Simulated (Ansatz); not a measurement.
`B[O][AlH][CH3]` + H₂Te → `[CH3][AlH][TeH]` + `BO` at 298.15 K and 1 bar (ligand exchange at the Al–O bond).

Calculated with Ansatz (gas phase, PBE0-D4/def2-TZVP geometries, no zero-point term in ΔE). CCSD(T)/CBS adds triple-zeta CCSD(T) − MP2 to the extrapolated MP2 energy (def2 sets, frozen cores). This one scheme is used for every species. def2 core potentials past Kr. For Te outer-core shells are correlated without core-valence functions, which leaves a few kJ/mol of doubt a bond. One conformer a species, not always the lowest.

| species | CCSD(T)/CBS energy (Eh) | H − E (kJ/mol) | S (J/(mol·K)) |
| --- | --- | --- | --- |
| `B[O][AlH][CH3]` | -383.73557 | 198.9 | 350.5 |
| H₂Te | -268.91024 | 41.3 | 228.4 |
| `[CH3][AlH][TeH]` | -550.83681 | 149.0 | 342.5 |
| `BO` | -101.80414 | 103.5 | 230.4 |

H − E and S are ideal-gas, rigid-rotor, harmonic terms from PBE0-D4/def2-TZVP, for one conformer and one mirror image of each species. 1 Eh = 2625.50 kJ/mol, R = 8.31446 J/(mol·K).

Task: By hand: ΔE, ΔH, ΔS and ΔG.

Result: ΔE = (-550.83681) + (-101.80414) − (-383.73557) − (-268.91024) = 0.00486 Eh = 12.8 kJ/mol. Δ(H − E) = 149.0 + 103.5 − 198.9 − 41.3 = 12.3, so ΔH = 25.1 kJ/mol. ΔS = 342.5 + 230.4 − 350.5 − 228.4 = -6.0 J/(mol·K). ΔG = 25.1 − 298.15 × (-6.0)/1000 = 26.9 kJ/mol.

Task: By hand: the equilibrium constant, and the temperature at which ΔG would vanish if ΔH and ΔS stayed fixed.

Result: log₁₀ K = −ΔG/(RT ln 10) = -4.7. ΔH and −TΔS have one sign here, so there is no such temperature.

The number of gas molecules stays the same, so ΔS is small and ΔH decides. A doubt of 5 kJ/mol in ΔE shifts log₁₀ K by 0.9 here. Other conformers and mirror images would add mixing entropy, several J/(mol·K) or more a flexible species. Modes under 60 cm⁻¹, often nearly free rotors, make the harmonic entropy too high. These are equilibria of isolated gas molecules and say nothing of rates. Largest T1 diagnostic: 0.014 (customary marks: 0.02 for closed shells, 0.045 for open ones).

ΔS is within the doubt of such terms, so its sign, and with it that verdict, could turn.
